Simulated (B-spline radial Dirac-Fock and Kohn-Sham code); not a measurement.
**Neutral hafnium: differential elastic cross section for electrons at 100 eV**

The computed values come from a radial atomic solver: relativistic (Dirac) partial waves in the static field of the Dirac-Fock atom with Furness-McCarthy exchange, without polarisation or absorption potentials. Below a few hundred eV the neglected polarisation potential matters, most of all at small angles.

The run's input, task.json:

```json
{"items": [{
  "Z": 72,
  "q": 0,
  "cfg": [[1, 0, 2], [2, 0, 2], [2, 1, 6], [3, 0, 2], [3, 1, 6], [3, 2, 10], [4, 0, 2], [4, 1, 6], [4, 2, 10], [4, 3, 14], [5, 0, 2], [5, 1, 6], [5, 2, 2], [6, 0, 2]],
  "A": 180,
  "rrms": 5.347,
  "do": "elastic",
  "energies": [[100, 0]],
  "theta": [0, 1, 2, 3, 5, 7, 10, 15, 20, 25, 30, 40, 50, 60, 70, 80, 90, 100, 110, 120, 130, 140, 150, 160, 170, 180]
}]}
```

Command: `python xray2_run.py task.json out`

| θ (°) | dσ/dΩ (a₀²/sr) | Sherman function |
| --- | --- | --- |
| 0 | 162 | 0.000 |
| 1 | 161 | 0.000 |
| 2 | 158 | 0.001 |
| 3 | 154 | 0.001 |
| 5 | 141 | 0.002 |
| 7 | 124 | 0.004 |
| 10 | 95.7 | 0.006 |
| 15 | 54.5 | 0.012 |
| 20 | 28.1 | 0.022 |
| 25 | 13.6 | 0.036 |
| 30 | 6.31 | 0.052 |
| 40 | 1.36 | 0.014 |
| 50 | 0.774 | -0.196 |
| 60 | 0.722 | -0.236 |
| 70 | 0.541 | -0.202 |
| 80 | 0.392 | -0.105 |
| 90 | 0.292 | -0.014 |
| 100 | 0.193 | 0.002 |
| 110 | 0.139 | -0.084 |
| 120 | 0.161 | -0.148 |
| 130 | 0.184 | -0.155 |
| 140 | 0.136 | -0.189 |
| 150 | 0.0812 | -0.239 |
| 160 | 0.135 | -0.092 |
| 170 | 0.279 | -0.021 |
| 180 | 0.358 | 0.000 |

Q: What integrated cross sections go with this distribution?

A: The total elastic cross section is 39.5 a₀², the first transport cross section 4.59 a₀² and the second, weighted with (3/2) sin²θ, 8.61 a₀². The mean deflection is ⟨1 − cos θ⟩ = 0.116, and 2.7 % of the collisions scatter beyond 90°.

On this grid of angles the cross section has minima near 110°, 150°, from interference among the few low partial waves with large phase shifts.

Phase shifts modulo π (rad) for κ = −1 to −5: 0.544, 1.282, 1.558, 1.053, 0.897.
